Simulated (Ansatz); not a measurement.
`CN(C)B(F)S` + `C[SiH2][GeH3]` → `C[SiH2]B(F)S` + `C[N](C)[GeH3]`  (redistribution)

Isolated molecules relaxed with PBE0-D4/def2-TZVP in Ansatz; ΔE leaves out vibrations. CBS: MP2 limit from def2 TZ/QZ plus the TZ coupled-cluster correction, frozen cores. DFT in def2-TZVPP. B3LYP here is the variant with VWN-RPA as its local correlation; programs differ in this. For Ge outer-core shells are correlated without core-valence functions, which leaves a few kJ/mol of doubt a bond. Scalar relativity is left out up to krypton. Each species was taken in one conformer, which may not be the lowest.

Problem. Is it downhill or uphill in electronic energy at CCSD(T)/CBS, and by how much? (Best estimate.)

Solution. The calculation gave: Uphill: ΔE = +159.4 kJ/mol.

Problem. What do these levels give: PBE-D4, r2SCAN-D4, PBE0-D4, ωB97X-V, PBE, r2SCAN, B3LYP, MP2/def2-TZVPP, CCSD/def2-TZVPP, CCSD(T)/def2-TZVPP, HF/def2-QZVPP, SCS-MP2/def2-QZVPP? (An estimate is asked.)

Solution. Ansatz gave: PBE-D4 160.5, r2SCAN-D4 165.4, PBE0-D4 166.0, ωB97X-V 159.2, PBE 161.6, r2SCAN 165.5, B3LYP 164.3, MP2/def2-TZVPP 159.8, CCSD/def2-TZVPP 160.5, CCSD(T)/def2-TZVPP 158.5, HF/def2-QZVPP 162.5, SCS-MP2/def2-QZVPP 156.7 kJ/mol.

Largest T1 diagnostic among the species: 0.013.

In def2-TZVPP, CCSD(T) changes the Hartree–Fock value by −4.6 kJ/mol (the triples alone add −2.0 kJ/mol) and MP2 by −3.3 kJ/mol. From PBE to PBE0 (25 % exact exchange), in def2-TZVPP and without D4, ΔE moves by +5.4 kJ/mol.
